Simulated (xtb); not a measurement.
xtb input (GFN2-xTB):

```bash
xtb mol.xyz --gfn 2 --sp --chrg 0 --uhf 0
```
mol.xyz:
```
13

C      1.81167815    -0.80049929    -0.72724910
Si     0.42727411     0.02288773     0.18003562
Cl     0.25714706     1.95201040    -0.55711269
Cl     0.86844822     0.16377318     2.19132509
N     -1.05736707    -0.81257428     0.06591794
Si    -1.91781358    -1.27111600    -1.37187603
H      1.97800350    -1.80154054    -0.32670503
H      2.73018920    -0.22192863    -0.62696358
H      1.57272551    -0.88300663    -1.78876328
H     -1.56952901    -0.87559173     0.93592165
H     -0.97111937    -1.12443740    -2.49815559
H     -2.37186220    -2.67771475    -1.27551787
H     -3.10447454    -0.41788958    -1.61359225
```

End of the output:

```
         :::::::::::::::::::::::::::::::::::::::::::::::::::::
         ::                     SUMMARY                     ::
         :::::::::::::::::::::::::::::::::::::::::::::::::::::
         :: total energy             -21.320867618839 Eh    ::
         :: gradient norm              0.042826977203 Eh/a0 ::
         :: HOMO-LUMO gap              5.558854038642 eV    ::
         ::.................................................::
         :: SCC energy               -21.472388453686 Eh    ::
         :: -> isotropic ES            0.053464358512 Eh    ::
         :: -> anisotropic ES          0.003051551996 Eh    ::
         :: -> anisotropic XC          0.004352352026 Eh    ::
         :: -> dispersion             -0.011961677675 Eh    ::
         :: repulsion energy           0.151520834847 Eh    ::
         :: add. restraining           0.000000000000 Eh    ::
         :: total charge               0.000000000000 e     ::
         :::::::::::::::::::::::::::::::::::::::::::::::::::::

           -------------------------------------------------
          |                Property Printout                |
           -------------------------------------------------

    * Orbital Energies and Occupations

         #    Occupation            Energy/Eh            Energy/eV
      -------------------------------------------------------------
         1        2.0000           -1.0589546             -28.8156
       ...           ...                  ...                  ...
         7        2.0000           -0.5052765             -13.7493
         8        2.0000           -0.4928091             -13.4100
         9        2.0000           -0.4878299             -13.2745
        10        2.0000           -0.4695495             -12.7771
        11        2.0000           -0.4647905             -12.6476
        12        2.0000           -0.4552813             -12.3888
        13        2.0000           -0.4446457             -12.0994
        14        2.0000           -0.4373727             -11.9015
        15        2.0000           -0.4348145             -11.8319
        16        2.0000           -0.4336263             -11.7996
        17        2.0000           -0.4275103             -11.6331
        18        2.0000           -0.4242647             -11.5448
        19        2.0000           -0.4065630             -11.0631 (HOMO)
        20                         -0.2022789              -5.5043 (LUMO)
        21                         -0.1881367              -5.1195
        22                         -0.1824779              -4.9655
        23                         -0.1711031              -4.6560
        24                         -0.1579139              -4.2971
        25                         -0.1327007              -3.6110
        26                         -0.0665370              -1.8106
        27                         -0.0638163              -1.7365
        28                         -0.0518175              -1.4100
        29                         -0.0019738              -0.0537
        30                          0.0061320               0.1669
       ...                                ...                  ...
        51                          0.7462056              20.3053
      -------------------------------------------------------------
                  HL-Gap            0.2042841 Eh            5.5589 eV
             Fermi-level           -0.3044210 Eh           -8.2837 eV

     #   Z          covCN         q      C6AA      α(0)
     1   6 C        3.654    -0.201    24.818     7.153
     2  14 Si       3.414     0.594   103.153    19.931
     3  17 Cl       0.804    -0.251   106.996    15.824
     4  17 Cl       0.805    -0.263   107.393    15.853
     5   7 N        2.501    -0.423    31.061     8.277
     6  14 Si       3.667     0.496    97.487    18.922
     7   1 H        0.925     0.056     2.250     2.346
     8   1 H        0.925     0.059     2.205     2.322
     9   1 H        0.924     0.050     2.319     2.381
    10   1 H        0.862     0.167     1.293     1.781
    11   1 H        0.914    -0.103     5.665     3.723
    12   1 H        0.913    -0.093     5.324     3.609
    13   1 H        0.913    -0.089     5.191     3.564

 Mol. C6AA /au·bohr⁶  :       4026.002274
 Mol. C8AA /au·bohr⁸  :     157449.708523
 Mol. α(0) /au        :        105.685550

Wiberg/Mayer (AO) data.
largest (>0.10) Wiberg bond orders for each atom

 ---------------------------------------------------------------------------
     #   Z sym  total        # sym  WBO       # sym  WBO       # sym  WBO
 ---------------------------------------------------------------------------
     1   6 C    3.989 --     9 H    0.985     7 H    0.983     8 H    0.982
                             2 Si   0.891
     2  14 Si   4.068 --     5 N    1.107     3 Cl   1.022     4 Cl   1.008
                             1 C    0.891
     3  17 Cl   1.184 --     2 Si   1.022
     4  17 Cl   1.163 --     2 Si   1.008
     5   7 N    3.298 --     2 Si   1.107     6 Si   0.996    10 H    0.954
     6  14 Si   3.687 --     5 N    0.996    11 H    0.896    13 H    0.890
                            12 H    0.888
     7   1 H    0.997 --     1 C    0.983
     8   1 H    0.996 --     1 C    0.982
     9   1 H    0.997 --     1 C    0.985
    10   1 H    0.972 --     5 N    0.954
    11   1 H    0.989 --     6 Si   0.896
    12   1 H    0.990 --     6 Si   0.888
    13   1 H    0.992 --     6 Si   0.890
 ---------------------------------------------------------------------------

Topologies differ in total number of bonds
Writing topology from bond orders to xtbtopo.mol

molecular dipole:
                 x           y           z       tot (Debye)
 q only:       -0.418      -1.034      -0.683
   full:       -0.266      -0.957      -0.477       2.800
molecular quadrupole (traceless):
                xx          xy          yy          xz          yz          zz
Note: The following floating-point exceptions are signalling: IEEE_UNDERFLOW_FLAG IEEE_DENORMAL
normal termination of xtb
 q only:        5.042       0.466      -2.109      -1.707       1.440      -2.932
  q+dip:        6.096      -0.786      -2.196      -4.547       0.506      -3.900
   full:        5.852      -0.339      -3.023      -3.856       1.215      -2.829

           -------------------------------------------------
          | TOTAL ENERGY              -21.320867618839 Eh   |
          | GRADIENT NORM               0.042826977203 Eh/α |
          | HOMO-LUMO GAP               5.558854038642 eV   |
           -------------------------------------------------

------------------------------------------------------------------------
------------------------------------------------------------------------
 total:
 SCF:
```
